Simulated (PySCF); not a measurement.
Structure problem from calculated spectra and properties.

Formula: C4H8OSi2.

* Polarisability: 99.1 au [wB97X-D/def2-SVPD]
* UV, strongest line: among the 10 lowest singlet transitions: S6 at 7.23 eV (172 nm, f = 0.379) [TDDFT wB97X-D/def2-SVPD]
* Rotational structure: rotational constants A, B, C: 3.271, 0.893, 0.815 GHz [PBE0-D3(BJ)/def2-SVP]
* 1H NMR: chemical shifts (computed TMS as zero) by class: 6.48 (1 H), 6.40 (1 H), 6.18 (1 H), 5.50 (2 H), 5.35 (2 H), 2.43 (1 H) ppm [GIAO PBE/pcSseg-1]
* 13C NMR: chemical shifts (computed TMS as zero) by class: 142.5 (1 C), 140.1 (1 C), 101.5 (1 C), 84.7 (1 C) ppm [GIAO PBE/pcSseg-1]
* UV, first state: lowest singlet excitation: 5.88 eV (211 nm, f = 0.000) [TDDFT wB97X-D/def2-SVPD]
* Triplet: lowest triplet excitation (Tamm–Dancoff): 4.35 eV [TDA wB97X-D/def2-SVPD]

Gas-phase values; electronic properties from PySCF, density fitting. Levels stand in brackets. The structure is a single PBE0-D3(BJ)/def2-SVP conformer in the gas phase; no vibrational or solvent corrections. NMR values are class means; diastereotopic atoms form classes of their own.

Question: Give a SMILES that accounts for the data.

Answer: Numbering: `[CH:1]#[C:2][SiH2:3][O:4][SiH2:5][CH:6]=[CH2:7]`. Its formula, C4H8OSi2, gives 3 degrees of unsaturation: 0 rings and 3 π bonds in the structure found. 4 carbons fall into 4 classes; from least to most shielded: terminal =CH2 carbon [C7] (142.5 ppm), alkene CH carbon [C6] (140.1 ppm), terminal alkyne carbon [C1] (101.5 ppm), alkyne carbon [C2] (84.7 ppm). Hydrogen classes from least to most shielded: 1 H on a terminal =CH2 carbon, C7 (6.48 ppm), 1 H on a terminal =CH2 carbon, C7 (6.40 ppm), 1 H on an alkene CH carbon, C6 (6.18 ppm), 2 H on an oxygen-bound silicon, Si5 (5.50 ppm), 2 H on an oxygen-bound silicon, Si3 (5.35 ppm), 1 H on a terminal alkyne carbon, C1 (2.43 ppm). The optimised geometry has point group C1 and is an asymmetric top. Structure: `C#C[SiH2]O[SiH2]C=C`. Computed isomers that give other values at the same levels: `C#C[Si@H]1CC[SiH2]O1` (rotational constant A: 3.714 GHz; this holds for the one conformer computed); `O[SiH]1C=C[SiH2]C=C1` (13C chemical shifts (computed TMS as zero) by class: 158.3 (2 C), 152.9 (2 C) ppm); `[SiH3]O[SiH]1C=CC=C1` (13C chemical shifts (computed TMS as zero) by class: 155.0 (2 C), 131.8 (2 C) ppm). The assignments are read from this structure; whether some other isomer fits the data as well wasn't checked.

Shape of the structure used: `[CH:1]#[C:2][SiH2:3][O:4][SiH2:5][CH:6]=[CH2:7]`: C2–Si3–O4–Si5 3°, Si3–O4–Si5–C6 124°, O4–Si5–C6–C7 0°.
